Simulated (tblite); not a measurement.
A tight-binding relaxation on `Cn1cpc([SiH3])c1[SiH3]`.

Computed with GFN2-xTB geometry optimisation, gas phase (tblite 0.8.0). Start geometry: from a force field or distance geometry. The command runs a driver script over a list of jobs; the input below is this job's line of settings and its coordinates in Å.

Command:
```bash
OMP_NUM_THREADS=1 python probes_run.py task.json out
```

Input:
```
{"job": {"kind": "relax", "xc": "GFN2-xTB", "basis": "xTB"}, "charge": 0, "multiplicity": 1}
C     -2.261500     0.516100     0.828800
N     -1.241500    -0.433500     0.351300
C     -1.506000    -1.743700     0.306500
P     -0.061500    -2.696500    -0.323600
C      0.830300    -1.023300    -0.417100
Si     2.565500    -0.762000    -0.999000
C     -0.040300    -0.051300    -0.011300
Si     0.498200     1.746800     0.028300
H     -2.107800     1.412600     0.210800
H     -2.101500     0.812200     1.888900
H     -3.271700     0.085800     0.693600
H     -2.476800    -2.212400     0.581100
H      2.690000    -0.526100    -2.408400
H      3.341100    -2.010300    -0.722700
H      3.258300     0.296800    -0.252900
H      0.081000     2.470100    -1.149600
H      1.965500     1.801900     0.192200
H     -0.170100     2.323100     1.191700
```

Output:
```
step      E/eV     max force
  0    -612.87188    3.631
  1    -613.31596    1.511
  2    -613.40652    0.680
  3    -613.43088    0.383
  4    -613.46431    0.553
  5    -613.48502    0.571
  6    -613.51124    0.312
  7    -613.52838    0.294
  8    -613.54231    0.232
  9    -613.55177    0.210
... (63 lines left out)
 73    -613.65116    0.040
 74    -613.65130    0.026
 75    -613.65142    0.027
 76    -613.65152    0.024
 77    -613.65160    0.025
 78    -613.65166    0.016
 79    -613.65170    0.011
 80    -613.65172    0.011
 81    -613.65173    0.010
 82    -613.65175    0.009
```

«max force» is the largest atomic force in eV/Å.

Question: From which step on does the largest force stay under 0.1 eV/Å, and how much energy is left to gain from there?

Answer: From step 54 (0.076 eV/Å), 9.6 meV above the end.

Main results: energy lowered by 18.0 kcal/mol over 82 steps; largest atomic force 0.009 eV/Å at the end.

Run on one thread of an Arm Neoverse V2, on a shared host.
Labels such as C1 count atoms from 1, the log's own numbers from 0.
